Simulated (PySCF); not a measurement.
## Ar+ (argon, charge +1) across methods

[Ne] 3s1 3p6, 2S determinant (an excited configuration). All numbers are calculated (PySCF 2.14, scalar relativity by spin-free X2C-1e, in x2c-TZVPPall (5s5p3d1f, 42 functions)).

| method | E (hartree) | mean ε 3s α (eV) | mean ε 3p α (eV) | mean ε 3p β (eV) | Σ⟨r²⟩ (bohr²) | ⟨S²⟩ |
| --- | --- | --- | --- | --- | --- | --- |
| PBE | -528.0398 | -37.987 | -23.247 | -22.098 | 20.61 | 0.751 |
| UHF | -527.38877 | -50.091 | -30.218 | -26.060 | 20.98 | 0.760 |
| PBE0 | -528.0405 | -41.248 | -25.220 | -23.419 | 20.63 | 0.752 |
| r2SCAN | -528.1693 | -39.402 | -23.911 | -22.345 | 20.61 | 0.753 |
| BLYP | -528.2527 | -37.801 | -23.085 | -21.946 | 20.69 | 0.751 |
| HSE06 | -528.0610 | -40.814 | -24.792 | -23.008 | 20.63 | 0.752 |
| LDA | -526.6114 | -37.866 | -23.282 | -22.227 | 20.67 | 0.751 |
| PBEsol | -527.2923 | -37.869 | -23.181 | -22.051 | 20.62 | 0.751 |

(1) Estimate the same row for r2SCANh.

Answers

(1) E (hartree) = -528.1580; mean ε 3s α (eV) = -40.515; mean ε 3p α (eV) = -24.614; mean ε 3p β (eV) = -22.831; Σ⟨r²⟩ (bohr²) = 20.63; ⟨S²⟩ = 0.753.
